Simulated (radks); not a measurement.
Initial-state core-level shifts of the calcium ion Ca+ when its valence configuration changes from [Ar] 4s1. All-electron calculation, scalar-relativistic Kohn-Sham, LDA (Slater exchange, Perdew-Wang correlation), spin-polarised, spherical densities, finite nucleus; open shells are filled with parallel spins first; Fermi nuclear charge, rms radius 3.4776 fm. Program: a radial shooting solver on a logarithmic mesh with Libxc functionals. Shifts are changes of the shell-averaged eigenvalues in eV (positive: less bound); the change of the density at the nucleus, which sets a Mossbauer isomer shift, is in e/bohr^3, on a base of 6149.

valence	1s	2s	3s	3p	density at nucleus
3d0.5 4s0.5	+2.072	+2.454	+2.140	+2.026	-2.0715
4p1	-1.245	-1.255	-1.226	-1.202	-3.1019
3d1	+3.772	+4.469	+3.953	+3.746	-3.8343
4s0.5 4p0.5	-0.625	-0.630	-0.616	-0.604	-1.5474
3d0.5 4p0.5	+1.464	+1.851	+1.536	+1.431	-3.5383
